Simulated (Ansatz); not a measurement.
Molecule: sum formula H₆BN₂O, charge 1, multiplicity 1. It need not be the lowest isomer of its formula. 
Geometry from a B3LYP-D3(BJ)/def2-TZVP (Ansatz, a program for electronic structure) optimisation:
```
B
O 1 1.3410
H 2 0.9639 1 119.65
N 1 1.3797 2 132.84 3 0.00
H 4 1.0076 1 125.19 2 -180.00
H 4 1.0089 5 112.35 1 -180.00
N 1 1.5773 2 109.45 3 180.00
H 7 1.0226 1 112.64 2 119.32
H 7 1.0226 8 107.17 1 -124.42
H 7 1.0233 8 107.60 9 -115.47
```
Charge +1, spin multiplicity 1.

Total electronic energies in hartree. Cores are frozen in the correlated levels unless marked. Spin-orbit coupling is left out. Non-relativistic. Basis-set limits of correlation are two-point, X^-3; Hartree-Fock from the larger set. The bracket is a focal-point correction in the basis named.

```json
[
 {"level": "HF/cc-pVQZ", "program": "Ansatz", "energy (Eh)": "-211.96055"},
 {"level": "BLYP-D4/def2-TZVPD", "program": "Ansatz + dftd4", "energy (Eh)": "-213.11434"},
 {"level": "BLYP/def2-TZVPD", "program": "Ansatz", "energy (Eh)": "-213.10442"},
 {"level": "B3LYP/def2-TZVPD", "program": "Ansatz", "energy (Eh)": "-213.17901"},
 {"level": "PBE0-D3(BJ)/def2-TZVPD", "program": "Ansatz + dftd3", "energy (Eh)": "-212.93161"},
 {"level": "BHLYP-D3(BJ)/def2-TZVPD", "program": "Ansatz + dftd3", "energy (Eh)": "-213.06553"},
 {"level": "LC-wPBE-D3(BJ)/def2-TZVPD", "program": "Ansatz + dftd3", "energy (Eh)": "-213.04744"},
 {"level": "B2GP-PLYP-D3(BJ)/def2-TZVPD", "program": "Ansatz + dftd3", "energy (Eh)": "-212.96881"},
 {"level": "RI-MP2/cc-pVQZ", "program": "Ansatz", "energy (Eh)": "-212.77902"},
 {"level": "CCSD/STO-3G", "program": "Ansatz", "energy (Eh)": "-209.39294"},
 {"level": "CCSD/6-31G", "program": "Ansatz", "energy (Eh)": "-212.19070"},
 {"level": "CCSD(T)/STO-3G", "program": "Ansatz", "energy (Eh)": "-209.39846"},
 {"level": "CCSD(T)/6-31G", "program": "Ansatz", "energy (Eh)": "-212.19878"},
 {"level": "RI-MP2/CBS(cc-pVTZ,cc-pVQZ)+[CCSD(T)-MP2]/cc-pVDZ", "program": "Ansatz", "energy (Eh)": "-212.8680"},
 {"level": "CCSD(T)/CBS(cc-pVTZ,cc-pVQZ)", "program": "Ansatz", "energy (Eh)": "-212.8639"}
]
```

Totals of different functionals don't rank their quality; only differences between species are comparable.
